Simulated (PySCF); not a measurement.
HKO, triplet, at the geometry of the source list (a higher spin typed on purpose: for a closed-shell molecule this is an excited state). Base run: PBE/pcseg-1 (PySCF).

PySCF was given this input:
```python
from pyscf import gto, scf, dft

mol = gto.Mole()
mol.atom = '''
    K    -1.195400   -0.720600   -0.970200
    O     0.414500   -0.047200    0.314400
    H     0.780900    0.767900    0.655800
'''
mol.basis = 'pcseg-1'
mol.charge = 0
mol.spin = 2
mol.verbose = 4
mol.build()

mf = dft.UKS(mol)
mf.xc = 'pbe'
mf.kernel()
```

The base run was repeated with changes; each row names its change, and settings that it needs were set with it.

| change | ΔE vs base (mEh) | grid points | electrons on the grid |
|---|---|---|---|
| base | 0.000 | 43936 | 28.00004 |
| grids.level = 4 | 0.027 | 73392 | 28.00000 |
| small_rho_cutoff = 0 | 0.000 | 43936 | 28.00004 |
| grids.level = 0 | 8.727 | 4120 | 27.99539 |
| grids.level = 2 | 0.046 | 29264 | 27.99996 |
| grids.atom_grid = (75, 302) | 0.046 | 41600 | 27.99996 |
| grids.level = 7 | 0.021 | 220800 | 28.00000 |
| grids.becke_scheme = stratmann | 0.013 | 43936 | 28.00002 |
| grids.atom_grid = (50, 194) | -0.110 | 19096 | 28.00017 |
| grids.atom_grid = (150, 974) | 0.021 | 228736 | 28.00000 |
| grids.atom_grid = (30, 110) | -12.014 | 7336 | 28.00094 |

Open shells are given as the SCF converged; they aren't shown to be the lowest states, and a large step between rows can be another state.
